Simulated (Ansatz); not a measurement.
`[OH][Ti]([OH])([OH])[SH]` and `[OH][Ti]([OH])([OH])[SeH]` differ in one atom or group.

Ansatz, PBE0-D4/def2-TZVP geometries, multiplicity 1. Each molecule was computed in one conformer, which needn't be the lowest.

Scalar relativity is left out up to krypton. Spin–orbit coupling is left out; it splits and shifts lone-pair levels of the heavy atoms by tenths of an eV.

```json
{"property": "size of the dipole moment (PBE/def2-TZVPP) / D", "`[OH][Ti]([OH])([OH])[SH]`": "2.88"}
{"property": "LUMO energy (ωB97M-V/def2-TZVPP) / eV", "`[OH][Ti]([OH])([OH])[SH]`": "0.42"}
{"property": "size of the dipole moment (ωB97M-V/def2-TZVPP) / D", "`[OH][Ti]([OH])([OH])[SH]`": "2.98"}
{"property": "LUMO energy (PBE0/def2-TZVPP) / eV", "`[OH][Ti]([OH])([OH])[SH]`": "-1.77"}
{"property": "zero-point energy (PBE0-D4/def2-TZVP) / kJ/mol", "`[OH][Ti]([OH])([OH])[SH]`": "124.7"}
{"property": "HOMO energy (PBE/def2-TZVPP) / eV", "`[OH][Ti]([OH])([OH])[SH]`": "-6.09"}
```

Give the same properties after the change, and the shifts. (An estimate is asked.)

Ansatz gave: 
```csv
property,`[OH][Ti]([OH])([OH])[SeH]`,shift
size of the dipole moment (PBE/def2-TZVPP) / D,2.89,0.01
LUMO energy (ωB97M-V/def2-TZVPP) / eV,0.30,-0.12
size of the dipole moment (ωB97M-V/def2-TZVPP) / D,3.06,0.08
LUMO energy (PBE0/def2-TZVPP) / eV,-1.87,-0.10
zero-point energy (PBE0-D4/def2-TZVP) / kJ/mol,121.7,-3.0
HOMO energy (PBE/def2-TZVPP) / eV,-5.74,0.35
```

With PBE0 the HOMO rises by 0.45 eV and the LUMO falls by 0.10 eV, so the gap narrows by about 0.55 eV. PBE moves the HOMO by 0.35 eV and ωB97M-V by 0.50 eV. Dipoles are sizes alone; their direction can turn.
